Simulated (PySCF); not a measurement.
C2H6B2O2, SMILES B/C=C\B(O)O, GFN2-xTB optimised geometry.

```
12

B      0.83    -1.59     0.02
C      1.40    -0.15     0.01
C      0.71     1.00     0.00
B     -0.85     1.00     0.00
O     -1.56    -0.17     0.00
O     -1.53     2.17     0.00
H      0.67    -2.15     1.04
H      0.67    -2.17    -0.99
H      2.48    -0.10     0.01
H      1.24     1.94    -0.01
H     -1.02    -0.96     0.00
H     -2.48     2.06     0.00
```

Density from B3LYP/def2-TZVP (PySCF 2.14.0) at that geometry.

Minimum of the electron density along straight lines between bonded atoms, close to the bond critical point (lines longer than 1.1 times the sum of covalent radii, or with two minima, are not listed):

```tsv
bond	length / Å	ρ at the minimum / e bohr⁻³	∇²ρ there / e bohr⁻⁵	position (fraction from the first atom)
B1–C2	1.545	0.199	(withheld)	0.33
C2–C3	1.336	0.346	-1.05	0.51
C3–B4	1.569	0.192	-0.33	0.67
B4–O5	1.366	0.206	0.89	0.33
B4–O6	1.350	0.216	0.94	0.33
B1–H7	1.173	0.193	-0.39	0.44
B1–H8	1.173	0.193	-0.39	0.44
C2–H9	1.090	0.276	(withheld)	0.64
C3–H10	1.082	0.285	-1.01	0.64
O5–H11	0.959	0.363	-2.41	0.80
O6–H12	0.958	0.363	-2.48	0.81
```

Q: Complete the blanks.

A: 
- B1–C2, ∇²ρ there / e bohr⁻⁵: -0.30
- C2–H9, ∇²ρ there / e bohr⁻⁵: -0.95
